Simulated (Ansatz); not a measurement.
Cost and result for the atomization energy of C$_{3}$H$_{9}$GaGe, SMILES `[GaH2][C]1([GeH3])CC1` (14 atoms, 14 bonds).

```xyz
14

Ga   -0.465   -0.309   -2.003
C    -0.036   -0.012   -0.125
Ge    1.366   -1.068    0.696
C    -0.200    1.414    0.384
C    -1.198    0.391    0.773
H     0.286   -1.375   -2.876
H    -1.615    0.583   -2.607
H     1.029   -2.570    0.636
H     1.510   -0.647    2.175
H     2.713   -0.843   -0.018
H     0.494    1.762    1.142
H    -0.504    2.184   -0.317
H    -2.191    0.454    0.341
H    -1.190    0.037    1.799
```

Charge 0, multiplicity 1. Correlated methods include outer-core shells of Ga, Ge, which these sets cover unevenly. Scalar relativity is left out up to krypton. Geometry: relaxed with PBE0-D4/def2-TZVP. Program: Ansatz. All runs use 2 threads of an AMD EPYC 7R13 on a shared host and a share of an NVIDIA H100 80 GB. Times are those of one run each, without the atoms' runs, and a repeat can differ threefold. Electronic energies, without spin–orbit coupling; frozen cores. CCSD(T)/CBS adds CCSD(T) − MP2 in def2-TZVPP to the MP2 limit, and its time is that of the two runs behind it. T1 = 0.012. With those shells the extrapolation isn't a true limit.

CCSD(T)/CBS is a level of theory with its own doubt, some kJ/mol a heavy atom from the limit and from the frozen cores, so smaller differences don't rank the functionals.

```tsv
level	functions	wall time	atomization (kcal/mol)	difference from CCSD(T)/CBS	per bond
PBE-D4/def2-TZVPP (with forces)	315	12 s	1129.7	7.7	0.5
B2PLYP/def2-TZVPP	315	13 s	1103.1	-18.9	-1.4
LDA (SPW92)/def2-TZVPP	315	15 s	1271.9	149.9	10.7
BHLYP-D4/def2-TZVPP	315	15 s	1092.6	-29.4	-2.1
B97M-V/def2-TZVPP	315	15 s	1128.2	6.2	0.4
r2SCAN-D4/def2-TZVPP (with forces)	315	16 s	1123.2	1.2	0.1
BLYP-D4/def2-TZVPP	315	17 s	1101.2	-20.8	-1.5
PBE0-D4/def2-TZVPP	315	17 s	1121.3	-0.7	0.0
CCSD(T)/def2-SVP	151	17 s	1071.5	-50.5	-3.6
MP2/def2-QZVPP	619	27 s	1121.6	-0.4	0.0
CCSD(T)/def2-TZVPP	315	31 s	1101.7	-20.3	-1.5
ωB97X-V/def2-TZVPP	315	34 s	1125.3	3.3	0.2
CCSD(T)/CBS(def2)	–	58 s	1122.0	0.0	0.0
```

The D4 term adds +13.5 kcal/mol with B3LYP and +7.1 kcal/mol with PBE0; it sums over pairs of atoms, weighted by their polarisabilities, and B3LYP, whose exchange is more repulsive, gets the larger term. Leaving LDA and LC-ωPBE aside and taking each functional with its dispersion term where it has one, the values spread over 37.1 kcal/mol, from BHLYP-D4 to PBE-D4. LDA lies +150.5 kcal/mol from PBE without D4, its usual overbinding. From BLYP to BHLYP (50 % exact exchange), in def2-TZVPP and without D4, the atomization energy moves by −1.8 kcal/mol: exact exchange takes away binding that semilocal exchange gives to molecules.

B3LYP here is the variant with VWN-RPA as its local correlation; programs differ in this.
